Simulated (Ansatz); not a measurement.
Basis-set extrapolation for H₆NOPSi (`N[SiH2]OP`) (PBE0-D4/def2-TZVP geometry, frozen core, Ansatz). Multiplicity 1, RHF reference.

|  | def2-TZVPP | def2-QZVPP |
| --- | --- | --- |
| HF | -762.647681 | -762.674585 |
| MP2 correlation | -0.727981 | -0.784823 |
| CCSD(T) correlation | -0.800174 | not run |

Energies in hartree. Use E(X) = E(∞) + A·exp(−7.88·√X) for Hartree–Fock and E(X) = E(∞) + B·X^(−2.97) for correlation, with X = 3 and 4, and add CCSD(T) minus MP2 of the smaller set to the MP2 limit.

**Question.** What is the CCSD(T) energy at the basis-set limit?

**Answer.** HF limit: -762.674585 + (-0.026904) × 0.13774 = -762.67829. MP2 limit: -0.784823 + (-0.056842) × 0.74074 = -0.82693. Higher-order term: -0.800174 − (-0.727981) = -0.07219. Total: -763.57741 hartree, 340.1 kJ/mol below CCSD(T)/def2-TZVPP.
